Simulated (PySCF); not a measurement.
AlClFI, SMILES [F][Al]([Cl])[I].

Geometry optimised at B3LYP-D3(BJ)/def2-SVP. The def2 effective core potentials stand for the cores of I; spin–orbit coupling is left out.

Calculation: B3LYP-D3(BJ)/def2-SVP run with PySCF 2.14.0.

Frequencies are harmonic and unscaled.

Computed harmonic wavenumbers and intensities:
| mode | ν (cm⁻¹) | IR (km/mol) | moving atoms (share of kinetic energy) |
|---|---|---|---|
| 1 | 116 | 2.8 | Cl 53 %, Al 19 %, I 16 %, F 12 % |
| 2 | 179 | 14.6 | F 72 %, I 16 %, Cl 10 % |
| 3 | 210 | 42.1 | Al 76 %, F 17 % |
| 4 | 319 | 29.1 | Al 35 %, Cl 27 %, F 22 %, I 16 % |
| 5 | 578 | 191.0 | Al 65 %, Cl 31 % |
| 6 | 892 | 112.5 | F 53 %, Al 46 % |
